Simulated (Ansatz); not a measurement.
A single point on `[CH3][AlH][NH][SiH2]Cl`.

```yaml
crystal:
  periodic: [false, false, false]
  atoms:
    - {symbol: C, position_ang: [-1.091765, 0.958648, -2.058693]}
    - {symbol: Al, position_ang: [0.083157, -0.125801, -0.950831]}
    - {symbol: N, position_ang: [-0.085681, -0.071967, 0.835187]}
    - {symbol: Si, position_ang: [0.853504, -0.869560, 2.015239]}
    - {symbol: Cl, position_ang: [2.231432, 0.386969, 2.911644]}
    - {symbol: H, position_ang: [-0.511958, 1.660654, -2.667053]}
    - {symbol: H, position_ang: [-1.812921, 1.539488, -1.478361]}
    - {symbol: H, position_ang: [-1.653624, 0.333563, -2.760369]}
    - {symbol: H, position_ang: [1.202853, -1.095637, -1.507415]}
    - {symbol: H, position_ang: [-0.781596, 0.561104, 1.209740]}
    - {symbol: H, position_ang: [0.023136, -1.384244, 3.129411]}
    - {symbol: H, position_ang: [1.620364, -1.948314, 1.355399]}
basis:
  gaussian: {orbitals: def2-QZVPP}
correlation: {method: mp2}
```

```sh
$ ansatz run in.yaml --threads 4 --pin off --events-out ev --progress --plain --max-ram 10444MiB
```

Output, abridged:

```
Functional definition: HF
3129 factors; integrals over basis functions are off by at most 6.2e-4 eV
mean field evaluation 1: about -29572.7297 eV, gradient 4.8e1 eV
mean field evaluation 2: about -29572.8579 eV, gradient 4.8e1 eV
mean field evaluation 4: about -29578.1747 eV, gradient 4.4e0 eV
mean field evaluation 8: about -29578.2526 eV, gradient 2.4e-1 eV
mean field -29578.25292095 eV, -1086.9807459849 hartree, gradient 8.7e-6 eV, S^2 0.000000; 0 other end points of the search recorded, 0 dependent functions left out
17 core orbitals not correlated: weight in the atoms' cores, before any rotation towards them, 1.000 or more for the frozen orbitals, at most 0.000 for the correlated occupied ones
reference -29578.25292095 eV, -1086.9807459849 hartree; 15, 15 occupied and 502, 502 virtual orbitals, 3129 factors
second order -22.91367090 eV of doubles, -0.00000000 eV of singles
Total energy: -29601.16659184 eV, -1087.8228078589 hartree
```

It took 32 s on 4 threads of an Arm Neoverse V1 on a shared host, with 3.5 GiB of host memory at the peak.
